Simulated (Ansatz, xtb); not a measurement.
# Isomers of F3NSi2 in order of energy

3 gas-phase structures of F3NSi2, found in a search over its isomers (lower ones may exist). Each was relaxed with GFN2-xTB; where two conformers were screened, the lower at r2SCAN-D4/def2-SVP is listed:

A. `F[Si]N=[Si](F)F`, a singlet
B. `N#[Si][Si](F)(F)F`, a singlet
C. `F[Si](F)(F)N=[Si]`, a singlet

Which do you expect lowest at r2SCAN-D4/def2-SVP, and how would the others follow?

Calculated order at r2SCAN-D4/def2-SVP: C (0.0), A (46.6), B (95.1) kcal/mol.

Energies above the lowest of each column, in kcal/mol; the last columns are at B3LYP-D3(BJ)/6-311G** geometries and were run for some of them only (a dash: not run or not comparable):

| structure | GFN2-xTB | HF/STO-3G | r2SCAN-D4/def2-SVP | B3LYP-D3(BJ)/6-311G** | CCSD(T)/def2-SVP + ΔMP2/def2-TZVPP |
| --- | --- | --- | --- | --- | --- |
| C | 0.0 | 0.0 | 0.0 | 0.0 | 0.0 |
| A | 25.4 | 58.1 | 46.6 | 45.8 | 48.0 |
| B | 35.8 | 97.9 | 95.1 | – | – |

Every level run on C puts it lowest or level with the lowest. Flexible structures stand in one conformer each, not always the lowest. Frequencies (B3LYP-D3(BJ)/6-311G**) were run for A, C alone. ΔMP2 is the change of the MP2 energy from the smaller to the larger basis.

Programs: Ansatz 0.2.0, xtb 6.7.1 (Pople sets with spherical d functions).
